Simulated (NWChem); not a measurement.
CsCl; SMILES [Cs][Cl]

All runs: NWChem. Geometry: optimised at PBE0/def2-SVP. def2 effective core potentials on Cs; no spin-orbit coupling. Vertical excitations in the gas phase; the lowest state need not have the same character in each row.

| level | lowest excitation, singlet (eV) | lowest state with f > 0.02, singlet (eV) | orbital gap (eV) |
|---|---|---|---|
| PBE/def2-SVPD, full TDDFT | 3.10 | 3.27 | 3.09 |
| B3LYP/def2-SVPD, full TDDFT | 3.63 | 3.75 | 4.29 |
| Hartree-Fock/def2-SVPD, TDHF | 5.79 | 5.79 | 8.76 |
| PBE0/def2-SVPD, full TDDFT | 3.98 | 4.09 | 4.80 |
